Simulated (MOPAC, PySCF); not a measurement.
[Zr(Cl)2(F)2], neutral singlet in the gas phase. 

Z-matrix (Å, degrees):
```
Zr
F 1 1.8897
F 1 1.8897 2 108.27
Cl 1 2.3425 2 109.46 3 119.25
Cl 1 2.3425 2 109.46 3 -119.25
```
Charge 0, spin multiplicity 1.

All levels are single points at this geometry (r2SCAN-D4/def2-SVP); Pople sets use spherical d functions. Orbital energies aren't observables, and empty levels follow the basis.

```csv
level,HOMO (eV),LUMO (eV),gap (eV),dipole (D),"vertical IE, Delta-SCF (eV)"
B3LYP-D3(BJ)/def2-TZVP in PySCF,-9.53,-2.52,7.01,0.04,–
PBE-D3(BJ)/def2-TZVP in PySCF,-8.39,-3.08,5.31,0.06,–
TPSSh-D3(BJ)/def2-TZVP in PySCF,-9.06,-2.70,6.36,0.09,–
B3LYP/6-31G* (LANL2DZ on Zr) in PySCF,-9.51,-2.89,6.62,0.59,11.85
BP86/6-31G* (LANL2DZ on Zr) in PySCF,-8.49,-3.49,5.00,0.70,–
M06-2X/6-31G* (LANL2DZ on Zr) in PySCF,-11.16,-2.02,9.14,0.56,–
PBE/6-31G* (LANL2DZ on Zr) in PySCF,-8.38,-3.37,5.01,0.71,11.47
PM6 in MOPAC,-11.18,-0.94,10.23,0.14,–
PM7 in MOPAC,-10.90,0.55,11.45,1.22,–
```
